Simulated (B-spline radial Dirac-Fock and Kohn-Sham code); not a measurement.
Z = 69 (thulium), transition energy 2050 keV. Model: a Dirac-Hartree-Slater potential of the neutral atom with a Latter tail (no hole, which puts coefficients of high multipoles low close above an edge), finite nucleus with surface currents. Program: a B-spline atomic structure program. Subshells that would emit electrons below 1 keV are left out, and so is internal pair formation.

**Question.** A pure transition shows α(K) = 0.00385, L1/L2 = 12.7 and L1/L3 = 90.4. What is its multipolarity?
A. M4
B. M3
C. M1
D. E2
E. E3
F. E4
G. E1
H. M2

**Answer.** B. For comparison, α(K), L1/L2, L1/L3 are E1 0.000358, 35.7, 30.5; E2 0.000759, 16.7, 38.6; E3 0.00137, 9.23, 40.9; E4 0.00227, 6.08, 38.0; M1 0.00102, 22.4, 94.1; M2 0.00229, 16.7, 126; M4 0.00598, 10.0, 49.8.

Values without a named source are computed, but for edge energies of neutral atoms, which are taken from tables.
